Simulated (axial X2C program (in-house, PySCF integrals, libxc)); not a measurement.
# SSnS²⁺: properties at the nuclei

Computed with an axial X2C code built on PySCF integrals: two-component X2C with atomic mean-field Coulomb and Gaunt terms, Gaussian nuclei, basis S dyall-av3z, Sn dyall-v3z with contracted cores.

S–Sn–S held linear, with bonds 2.270 and 2.270 Å (near the PBE0 minimum at charge 2 of the determinant lowest at the starting distance; the state shown can have its own minimum elsewhere, held linear; other orders of the atoms were not compared).

Input and command:
```json
{"zs": [16, 50, 16], "q": 2, "bas": ["dyall-av3z", "dyall-v3z", "dyall-av3z"], "r0": [2.24, 2.24], "symm": 1, "scan": ["PBE0", "HF", "BHandHLYP"], "levels": ["PBE0", "HF", "BHandHLYP"], "nst": 2}
```
```bash
python solin.py task.json out
```

Keys: zs atomic numbers; q charge; bas basis sets; r0 starting distance in Å; symm equal bonds; scan levels of the two-bond scan; levels methods; nst determinants followed.

Determinant lowest in the PBE0 search, Ω = 1 (⟨Sz⟩ = 1.00, ⟨Lz⟩ = 0.00 at PBE0), spin on the atoms S 0.61, Sn -0.22, S 0.61:

```
    level  A∥/gI S (MHz)  qzz S (a.u.)  A∥/gI Sn (MHz)  qzz Sn (a.u.)
     PBE0           -164          1.03            -304          -5.47
       HF           -128          0.12           -1530          -4.03
BHandHLYP           -154          0.90            -386          -5.52
```

Determinant 0.10 eV from it at PBE0 and this distance, Ω = 3 (⟨Sz⟩ = 1.00, ⟨Lz⟩ = 2.00 at PBE0), spin on the atoms S 0.49, Sn 0.03, S 0.49:

```json
{"level": "PBE0", "A∥/gI S (MHz)": "114", "qzz S (a.u.)": "1.56", "A∥/gI Sn (MHz)": "16.5", "qzz Sn (a.u.)": "-7.41"}
{"level": "HF", "A∥/gI S (MHz)": "122", "qzz S (a.u.)": "1.71", "A∥/gI Sn (MHz)": "-16.5", "qzz Sn (a.u.)": "-10.05"}
{"level": "BHandHLYP", "A∥/gI S (MHz)": "120", "qzz S (a.u.)": "1.69", "A∥/gI Sn (MHz)": "11.8", "qzz Sn (a.u.)": "-8.34"}
```

A∥ (defined per Ω) follows by multiplying with gI = μI/(I μN); qzz is the electric field gradient, eQq0 = 234.96 MHz × Q/barn × qzz. The operators were transformed with the bare-nucleus X2C matrices; with these basis sets, hyperfine constants and field gradients can be off by tens of per cent, and where levels differ in sign neither size nor sign is settled.

Problem. With gI(33S) = 0.4292 (g factors from the IAEA table of nuclear moments by Stone), turn the PBE0 values of the first state into constants in MHz.

Solution. A∥(33S) = -164 × 0.4292 = -70.4 MHz.

The molecule was held linear; bending was not examined, so a bent shape may lie lower.

Each state is one determinant with collinear spin, which with several unpaired electrons need not be a pure state. Unrestricted Hartree–Fock can overshoot spin polarisation at the nuclei. With several open shells hyperfine constants can be off by a factor of several. Open-shell Ω = 0 determinants with evenly filled partner blocks cannot be reached by this program, so the Ω shown need not be the lowest component. At BHandHLYP, HF a later determinant lies lower. States lie within half an eV, so the first need not be the ground state. Where a field gradient or hyperfine factor spreads by more than a factor of two over the levels, a constant derived from it is not to be relied on. PBE0 term energies can be off by some tenths of an eV.
